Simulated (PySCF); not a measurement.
Stepwise substitution at one centre (B Br-H). Gas-phase values, no solvent. Strings in code marks are SMILES.

The four lowest singlet excitations (Tamm–Dancoff). Method: PBE0-D4/def2-TZVP (PySCF 2.14.0). Excitations are Tamm–Dancoff values on a coarser integration grid. The basis has no diffuse functions, so Rydberg states are missing or too high.

```json
[
 {"state": "S1", "energy (eV)": "4.93", "wavelength (nm)": "251", "oscillator strength": "0.000"},
 {"state": "S2", "energy (eV)": "5.01", "wavelength (nm)": "247", "oscillator strength": "0.000"},
 {"state": "S3", "energy (eV)": "6.03", "wavelength (nm)": "206", "oscillator strength": "0.190"},
 {"state": "S4", "energy (eV)": "7.16", "wavelength (nm)": "173", "oscillator strength": "0.039"}
]
```

Task: Identify which member gives these states.
(A) `BrB(Br)Br`
(B) `BBr`
(C) `BrBBr`

Result: C, `BrBBr`
